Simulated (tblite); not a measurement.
H7O3PSi2.
Geometry (GFN2-xTB, Å), atoms numbered from 1 in this order:
```xyz
13
H7O3PSi2 angstrom
O      1.2617   -0.8005    1.3746
Si     1.6239    0.4491    0.4058
O      2.9699    0.0938   -0.3979
O      0.3902    0.6980   -0.6393
Si    -1.1894    0.5819   -0.9278
P     -2.1126   -0.6193    0.7347
H      0.4234   -0.8344    1.8309
H      1.8825    1.7043    1.0725
H      3.1177   -0.7780   -0.7572
H     -1.7500    1.9310   -0.8758
H     -1.2945   -0.0402   -2.2473
H     -3.4085   -0.5283    0.2646
H     -1.9187   -1.8569    0.1443
```

All values are computed: GFN2-xTB (tblite) harmonic vibrations without scaling, gas phase. Errors from tens to a few hundred cm⁻¹ against measured bands are possible. Modes of hydrogen on phosphorus and silicon can be 10 to 20 % off. One conformer, not necessarily the lowest.

Harmonic wavenumbers (cm⁻¹): 33.5, 45.5, 64.4, 107.6, 155.3, 162.7, 251.2, 280.6, 330.5, 354.5, 432.5, 464.6, 580.3, 609.1, 649.0, 673.0, 681.6, 701.5, 737.4, 774.2, 811.2, 824.6, 895.8, 975.1, 1068.1, 1146.3, 2239.0, 2250.8, 2302.1, 2392.9, 2415.7, 3637.4, 3653.1.

A = 3421, B = 1068, C = 863.8 MHz; mass 141.967 u (most abundant isotopes); point group C1, symmetry number 1.

Zero-point energy?

Half the sum of the wavenumbers: 16351 cm⁻¹ = 195.59 kJ/mol.

What is S at 200 K and 1 bar for an ideal gas of classical rigid rotors and harmonic oscillators?

Translation 162.36, rotation 116.41, vibration 98.68: S = 377.4 J/(mol K).

And Cp and H(200 K) − H(0)?

Cp = 126.46 J/(mol K), of which vibrations give 93.20 (their classical limit is 33 R = 274.4); H(200 K) − H(0) = 16.65 kJ/mol without the zero-point energy, 10.00 from vibrations.

Blend soft modes into free rotors: weight 1/[1 + (100 cm⁻¹/ν̃)⁴] for the oscillator and the rest for a rotor with moment μB/(μ + B), μ = h/(8π²ν), B = 10⁻⁴⁴ kg m². What vibrational entropy results?

87.27 J/(mol K) in place of 98.68, which changes −T·S at 200 K by +2.28 kJ/mol.

What must be added to the electronic energy to get the Gibbs energy at 200 K and 1 bar?

ZPE + [H(200 K) − H(0)] − T·S = 195.59 + 16.65 − 75.49 = 136.75 kJ/mol.

How do the functions run with temperature in this model?

```csv
T (K),S (J/(mol K)),Cp (J/(mol K)),H − H(0) (kJ/mol),G − H(0) (kJ/mol),ln q(vib)
150,344.2,105.8,10.84,-40.78,4.32
250,407.8,145.8,23.47,-78.48,7.33
298.15,434.9,162.2,30.89,-98.77,8.72
400,486.5,188.9,48.85,-145.76,11.53
600,569.9,221.5,90.20,-251.74,16.54
900,665.5,249.5,161.23,-437.74,22.95
```

q(vib) and H(0) count from the zero-point level.

Which modes carry the vibrational entropy at 200 K?

33.5 cm⁻¹: 20.17; 45.5 cm⁻¹: 17.64; 64.4 cm⁻¹: 14.79; 107.6 cm⁻¹: 10.65; 155.3 cm⁻¹: 7.81; 162.7 cm⁻¹: 7.46 J/(mol K); the other 27 give 20.17 together.

Hindered rotation and anharmonicity are outside this model. Other conformers, if any are populated, would add a mixing term that is left out. The structure is chiral; the term R ln 2 for an equal mix with its mirror image is left out.
